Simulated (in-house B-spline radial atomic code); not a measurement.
Results of a calculation; reference values are marked as such.
**Weak and strong correlation along the adiabatic connection**

Two-electron singlets in several external potentials (atomic units), by full CI in B-splines with partial waves to l = 8 (correlation energies up to 0.6 % small). The repulsion is scaled by λ at fixed density; W(λ) is the mean repulsion less the Hartree energy, W(0) = E_x, and the area under W from 0 to 1 is E_xc.

One system gave this curve:

| λ | W (hartree) |
| --- | --- |
| 0 | -5.4811 |
| 0.02 | -5.483 |
| 0.05 | -5.4858 |
| 0.12 | -5.4924 |
| 0.25 | -5.5045 |
| 0.4 | -5.5183 |
| 0.6 | -5.5364 |
| 0.8 | -5.5542 |
| 1 | -5.5717 |
| 1.4 | -5.6058 |
| 2 | -5.6549 |
| 3 | -5.7315 |
| 4.5 | -5.8357 |
| 7 | -5.985 |
| 10 | -6.133 |

**Question.** Which system is it?
A. −Z/r, Z = 6.46, wall at 0.403 bohr
B. −Z/r, Z = 0.898, wall at 3.67 bohr
C. −Z exp(−kr)/r, Z = 2.75, k = 1.0
D. −Z exp(−kr)/r, Z = 1.59, k = 0.216

**Answer.** A. The exchange energy sets the size: −Z/r, Z = 6.46, wall at 0.403 bohr: E_x = -5.48, E_c = -0.046; −Z exp(−kr)/r, Z = 2.75, k = 1.0: E_x = -1.28, E_c = -0.0452; −Z exp(−kr)/r, Z = 1.59, k = 0.216: E_x = -0.739, E_c = -0.0417; −Z/r, Z = 0.898, wall at 3.67 bohr: E_x = -0.584, E_c = -0.0373 hartree.
